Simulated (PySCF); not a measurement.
Simulated outer-valence photoelectron spectrum of `SC=[Se]`. Method: EOM-IP-CCSD/aug-cc-pVDZ in PySCF, restricted Hartree–Fock reference, 15 core orbitals frozen, non-relativistic, gas phase, PBE0-D3(BJ)/def2-SVP geometry.

Each root has a Gaussian of 0.5 eV full width with its one-hole share as area; cross sections and vibrations are left out, and the highest printed point is 100.

(ionisation energy (eV), intensity): (7.8, 0), (8.0, 4), (8.2, 25), (8.4, 57), (8.6, 54), (8.8, 26), (9.0, 30), (9.2, 58), (9.4, 52), (9.6, 20), (9.8, 3), (10.0, 0), (10.2, 0), (10.4, 0), (10.6, 0), (10.8, 0), (11.0, 0), (11.2, 0), (11.4, 0), (11.6, 1), (11.8, 10), (12.0, 46), (12.2, 97), (12.4, 100), (12.6, 50), (12.8, 12), (13.0, 1), (13.2, 0), (13.4, 0), (13.6, 0), (13.8, 0), (14.0, 3), (14.2, 20), (14.4, 58), (14.6, 88), (14.8, 82), (15.0, 46), (15.2, 12), (15.4, 1)

Q: Where are the maxima, and how many lines lie under the curve?

A: 4 maxima, at 8.5, 9.3, 12.3 and 14.7 eV, from 6 lines. At this width some lines have no maximum of their own.

Q: List the lines with their holes.

A: 
| E (eV) | leading hole (HF orbital) | area | Koopmans (eV) |
| --- | --- | --- | --- |
| 8.49 | HOMO | 0.95 | 8.96 |
| 9.28 | HOMO-1 | 0.95 | 9.35 |
| 12.21 | HOMO-2 | 0.89 | 13.02 |
| 12.40 | HOMO-3 | 0.95 | 13.30 |
| 14.52 | HOMO-4 | 0.90 | 15.79 |
| 14.82 | HOMO-5 | 0.90 | 16.43 |

The widest gap, 2.93 eV, lies between 9.28 and 12.21 eV. Only orbitals with −ε under 21 eV, eight at most, were ionised, so the high end of the curve may lack lines.

Hardware: Arm Neoverse V2, one thread, no GPU, shared host. Cost: 4.1 min of wall time.

The values belong to the conformer `[SH:1][CH:2]=[Se:3]`: H–S1–C2–Se3 0°.
